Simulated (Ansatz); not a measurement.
Potential energy curve for GeAl (cation, charge +1), lowest triplet found (which spin is the ground state isn't settled by this scan).

Methods: UKS-PBE = unrestricted PBE/aug-cc-pVDZ (Ansatz, a program for electronic structure); UKS-PBE0 = unrestricted PBE0/aug-cc-pVDZ (Ansatz); FCI = Ansatz with full CI/aug-cc-pVDZ, cores with 3d frozen.

Energies relative to the lowest point of each curve between 2.51 and 3.53 Å, where full CI is lowest, in eV; the last columns give the error against full CI:

| R / Å | UKS-PBE | UKS-PBE0 | FCI | UKS-PBE − FCI | UKS-PBE0 − FCI |
|---|---|---|---|---|---|
| 2.51 | 0.161 | 0.185 | 0.282 | -0.121 | -0.097 |
| 2.59 | 0.098 | 0.093 | 0.165 | -0.067 | -0.072 |
| 2.71 | 0.021 | 0.019 | 0.058 | -0.037 | -0.040 |
| 2.89 | 0.000 | 0.000 | 0.000 | 0.000 | 0.000 |
| 3.04 | 0.031 | 0.033 | 0.006 | 0.025 | 0.026 |
| 3.28 | 0.122 | 0.127 | 0.068 | 0.054 | 0.059 |
| 3.53 | 0.234 | 0.244 | 0.160 | 0.074 | 0.084 |
| 3.85 | 0.373 | 0.391 | 0.284 | 0.088 | 0.107 |
| 4.22 | 0.511 | 0.542 | 0.416 | 0.095 | 0.126 |
| 4.77 | 0.663 | 0.716 | 0.568 | 0.095 | 0.148 |
| 5.29 | 0.754 | 0.829 | 0.662 | 0.091 | 0.167 |
| 5.97 | 0.809 | 0.914 | 0.732 | 0.077 | 0.182 |
| 6.95 | 0.816 | 0.958 | 0.777 | 0.038 | 0.181 |
| 8.17 | 0.782 | 0.959 | 0.800 | -0.018 | 0.159 |

UKS-PBE is furthest from FCI at 2.51 (-0.121 eV, below); its mean absolute error over the points is 0.063 eV.

UKS-PBE0 is furthest from FCI at 5.97 (0.182 eV, above); its mean absolute error over the points is 0.103 eV.

The scan ran from 1.72 to 8.17 Å; beyond the distances shown full CI changes its symmetry label.
